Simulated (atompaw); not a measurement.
# Before and after: PAW (atompaw) potential for germanium

```json
{"Element": "Ge (Z = 32)", "Generator": "atompaw 4.2.0.5", "Type": "PAW", "Functional": "PBE", "Relativity": "scalar-relativistic", "Frozen core": "[Ar] 3d10", "Valence charge": "4", "Reference configuration": "4s1.75 4p2.25", "Partial waves": "4s (bound): rc 1.55 bohr; 4s channel at 1.65 Ry: rc 1.55 bohr; 4p (bound): rc 1.55 bohr; 4p channel at 3.8 Ry: rc 1.55 bohr; 4d channel at 0.4 Ry: rc 1.55 bohr", "Local potential": "troulliermartins scheme with l = 3 at 0 Ry, radius 1.25 bohr", "Core correction": "smooth core density matched at 1.20 bohr", "Augmentation charge": "sinc compensation charge, radius 1.45 bohr; PAW radius 1.55 bohr; waves and projectors: custom rrkj gramschmidtortho"}
```

All-electron outer shells of the reference configuration (PBE, scalar-relativistic, ld1.x):

| shell | level (eV) | outermost node (bohr) | outermost maximum (bohr) |
| --- | --- | --- | --- |
| 3p | -116.08 | 0.23 | 0.54 |
| 3d | -29.76 | – | 0.50 |
| 4s | -11.98 | 0.77 | 1.73 |
| 4p | -4.07 | 0.82 | 2.19 |

Change: local potential troulliermartins scheme with l = 3 at 0 Ry, radius 0.70 bohr.

Cutoffs: the cutoffs (Ry, on a coarse ladder) from which the occupation-weighted sum of valence levels, in a spherical-Bessel basis at the reference potential, stays within 10 and 1 mRy of its value at 400 Ry; they do not see the model core or the augmentation charge, which bear on the density cutoff.

Question: What does the change do?

Answer: The potential gets softer (25 Ry and 55 Ry → 15 Ry and 35 Ry); both files keep a bound ghost (p, s).

```tsv
quantity	base	changed
cutoff, loose	25 Ry	15 Ry
cutoff, tight	55 Ry	35 Ry
loose cutoff by channel (10 mRy a level)	s 10 Ry, p 6 Ry	s 15 Ry, p 6 Ry
bound ghosts	s, p	s, p
s: phases at 1.55 bohr within 0.05 rad from the reference energy up to (Ry; the scan ends near 5)	to the end of the scan	to the end of the scan
p: phases at 1.55 bohr within 0.05 rad from the reference energy up to (Ry; the scan ends near 5)	to the end of the scan	to the end of the scan
d: phases at 1.55 bohr within 0.05 rad from the reference energy up to (Ry; the scan ends near 5)	0.9	0.8
lowest overlap eigenvalue by channel	s 0.45, p 0.63, d 1.00	s 0.31, p 0.62, d 1.00
```

 A true bound ghost makes a file unfit for plane-wave use even where its test errors are small: the radial tests pick states by their node count and pass the ghost by. The cutoffs see the waves, projectors and local potential, not the compensation charge or the core.
